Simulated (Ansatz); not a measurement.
**Ligand exchange: SnH2(CH3)2 + C4H7F → SnH2(CH3)F + C5H10**

Species: SnH2(CH3)2, singlet; C4H7F `C/C=C(/C)F`, singlet; SnH2(CH3)F, singlet; C5H10 (2-methyl-2-butene) `CC=C(C)C`, singlet. The partners trade CH3 for F: Sn–CH3 and C–F bonds give way to Sn–F and C–CH3.

Shapes, held fixed at every level: PBE0-D4/def2-TZVP. Programs: Ansatz 0.2.0. The zero-point and thermal change to 298 K, harmonic and unscaled (PBE0-D4/def2-TZVP), is +3.1 kJ/mol.

```tsv
level	kind	ΔH(298 K) (kJ/mol)	less CCSD(T)/def2-TZVPP
SPW92/def2-TZVPP	LDA	-84.6	+9.6
PBE0-D4/def2-TZVPP	global hybrid	-93.6	+0.6
r2SCAN0-D4/def2-TZVPP	global hybrid	-95.7	-1.5
MP2/def2-SVP	perturbation theory	-104.6	-10.4
MP2/def2-TZVPP	perturbation theory	-100.5	-6.3
CCSD(T)/def2-SVP	coupled cluster or CI	-96.2	-2.0
CCSD/def2-TZVPP	coupled cluster or CI	-94.7	-0.5
CCSD(T)/def2-TZVPP	coupled cluster or CI	-94.2	0.0
```

The highest level, CCSD(T)/def2-TZVPP, gives ΔH(298 K) = -94.2 kJ/mol; the levels span -104.6 to -84.6. The column of differences is taken from that level and isn't an error. No measured value is set beside it here. For atoms past krypton def2 sets carry core potentials with scalar relativity. Outer-core shells of Sn are correlated in most correlated rows, in sets that cover them unevenly.
